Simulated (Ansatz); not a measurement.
Consider the redistribution: `C[Si](N)(O)Br` + `Cl[SiH]1[SiH2]S1` → `C[Si](O)(Cl)Br` + `N[SiH]1[SiH2]S1`.

Gas-phase electronic energies from Ansatz, PBE0-D4/def2-TZVP geometries. CBS: MP2 limit from def2 TZ/QZ plus the TZ coupled-cluster correction, frozen cores. DFT in def2-TZVPP. For Br outer-core shells are correlated without core-valence functions, which leaves a few kJ/mol of doubt a bond. Scalar relativity is left out up to krypton. Each species was taken in one conformer, which may not be the lowest.

Task: Is it downhill or uphill in electronic energy at CCSD(T)/CBS, and by how much? (An estimate is asked.)

Result: Computed: Nearly level: ΔE = +1.6 kJ/mol.

Task: What do these levels give: B2PLYP, PBE0, MP2/def2-TZVPP, CCSD(T)/def2-TZVPP, MP2/def2-QZVPP, SCS-MP2/def2-QZVPP? (Estimate.)

Result: Ansatz gave: B2PLYP 1.7, PBE0 1.7, MP2/def2-TZVPP 0.6, CCSD(T)/def2-TZVPP 1.7, MP2/def2-QZVPP 0.5, SCS-MP2/def2-QZVPP 1.0 kJ/mol.

Largest T1 diagnostic among the species: 0.013.
